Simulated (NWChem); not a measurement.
System: C2H7NSe; SMILES CN(C)[SeH]

Parts of the log:

```
             Northwest Computational Chemistry Package (NWChem) 7.3.0
             --------------------------------------------------------

                             Geometry "geometry" -> ""
                             -------------------------

 Output coordinates in angstroms (scale by  1.889725989 to convert to a.u.)

  No.       Tag          Charge          X              Y              Z
 ---- ---------------- ---------- -------------- -------------- --------------
    1 Se                  34.0000     0.00238300     0.96977800     0.06998200
    2 H                    1.0000     0.00341000     1.40266700    -1.34190800
    3 N                    7.0000     0.00144500    -0.85181900    -0.29652500
    4 C                    6.0000    -1.20963200    -1.53926700     0.09251600
    5 C                    6.0000     1.21089100    -1.54091300     0.09467300
    6 H                    1.0000    -1.19820500    -2.55249300    -0.34552100
    7 H                    1.0000    -1.33736800    -1.65364900     1.19017600
    8 H                    1.0000    -2.08890500    -1.01138900    -0.30140100
    9 H                    1.0000     1.33651200    -1.65547600     1.19256000
   10 H                    1.0000     1.19886200    -2.55413100    -0.34336600
   11 H                    1.0000     2.09158200    -1.01423500    -0.29767900

 Effective nuclear repulsion energy (a.u.)     271.1874659232

                              NWChem Property Module
                              ----------------------

  itol2e modified to match energy
  convergence criterion.

                                 NWChem DFT Module
                                 -----------------

 Summary of "ao basis" -> "ao basis" (spherical)
 ------------------------------------------------------------------------------
       Tag                 Description            Shells   Functions and Types
 ---------------- ------------------------------  ------  ---------------------
 Se                          6-31g*                 12       32   5s4p3d
 H                           6-31g*                  2        2   2s
 N                           6-31g*                  6       14   3s2p1d
 C                           6-31g*                  6       14   3s2p1d

  itol2e modified to match energy
  convergence criterion.

[...]

          -----------------------------------------
          Chemical Shielding Tensors (GIAO, in ppm)
          -----------------------------------------

                                NWChem CPHF Module
                                ------------------

  scftype          =     RHF
  nclosed          =       30
  nopen            =        0
  variables        =     1740
  # of vectors     =        3
  tolerance        = 0.10D-03
  level shift      = 0.00D+00
  max iterations   =       50
  max subspace     =       30

 SCF residual:    1.6048016147452305E-004

Iterative solution of linear equations
  No. of variables     1740
  No. of equations        3
  Maximum subspace       30
        Iterations       50
       Convergence  1.0D-04

   iter   nsub   residual    time
   ----  ------  --------  ---------
     1      3    6.39D-01      53.1
     2      6    7.24D-02      58.6
     3      9    1.90D-03      64.3
     4     12    1.73D-04      70.7
     5     15    5.85D-06      77.9

      Atom:    1  Se
        Diamagnetic
   2988.9442      0.0098     -0.0030
      0.0098   3004.8438      0.5502
     -0.0030      0.5502   2995.4430

        Paramagnetic
  -1790.9466      0.6453      0.4112
      0.6453   -775.8205    -89.0915
      0.4112    -89.0915  -2606.0993

        Total Shielding Tensor
   1197.9976      0.6551      0.4082
      0.6551   2229.0234    -88.5412
      0.4082    -88.5412    389.3437

           isotropic =    1272.1216
          anisotropy =    1441.7306

          Principal Components and Axis System
                 1           2           3
             2233.2753   1197.9975    385.0919

      1         0.0006      1.0000     -0.0005
      2         0.9988     -0.0006      0.0480
      3        -0.0480      0.0006      0.9988

      Atom:    2  H
        Diamagnetic
     17.7761      0.0101     -0.0192
      0.0101     25.7344     -9.1084
     -0.0192     -9.1084     42.7184

        Paramagnetic
      0.7368      0.0011      0.0084
      0.0011      4.9419      2.9272
      0.0084      2.9272    -11.4685

        Total Shielding Tensor
     18.5130      0.0112     -0.0108
      0.0112     30.6763     -6.1812
     -0.0108     -6.1812     31.2498

           isotropic =      26.8130
          anisotropy =      15.5068

          Principal Components and Axis System
                 1           2           3
               37.1509     24.7752     18.5130

      1        -0.0008      0.0001      1.0000
      2        -0.6905      0.7233     -0.0007
      3         0.7233      0.6905      0.0005

      Atom:    3  N
        Diamagnetic
    324.6731      0.0049      0.0299
      0.0049    331.1717     -0.1359
      0.0299     -0.1359    290.3939

        Paramagnetic
    -86.0619      0.0149      0.0425
      0.0149    -53.9814     11.2560
      0.0425     11.2560   -103.0066

        Total Shielding Tensor
    238.6112      0.0198      0.0724
      0.0198    277.1903     11.1201
      0.0724     11.1201    187.3872

           isotropic =     234.3962
          anisotropy =      66.2259

          Principal Components and Axis System
                 1           2           3
              278.5468    238.6113    186.0306

      1         0.0007      1.0000     -0.0013
      2         0.9926     -0.0009     -0.1211
      3         0.1211      0.0012      0.9926

      Atom:    4  C
        Diamagnetic
    254.2642      7.0904     -3.1878
      7.0904    249.6061     -1.6849
     -3.1878     -1.6849    243.7710

[...]
```

Level: B3LYP/6-31G* (spherical d), GIAO. The geometry was optimised at PBE0/def2-SVP. B3LYP is NWChem's, with the RPA form of VWN correlation. The output numbers the shielded atoms by their place in the input's list. The printed shielding anisotropy is the first printed principal value minus the mean of the other two.

Task: Write an input that gives this output.

Result: This is not unique; one that fits is the input that was run:
```
start job
memory heap 200 mb stack 900 mb global 1100 mb
geometry units angstroms noautosym nocenter noautoz
  Se     0.002383     0.969778     0.069982
  H      0.003410     1.402667    -1.341908
  N      0.001445    -0.851819    -0.296525
  C     -1.209632    -1.539267     0.092516
  C      1.210891    -1.540913     0.094673
  H     -1.198205    -2.552493    -0.345521
  H     -1.337368    -1.653649     1.190176
  H     -2.088905    -1.011389    -0.301401
  H      1.336512    -1.655476     1.192560
  H      1.198862    -2.554131    -0.343366
  H      2.091582    -1.014235    -0.297679
end
basis spherical
  * library 6-31g*
end
dft
  xc b3lyp
  iterations 150
end
property
  shielding 7 1 2 3 4 6 7 8
end
task dft property
```
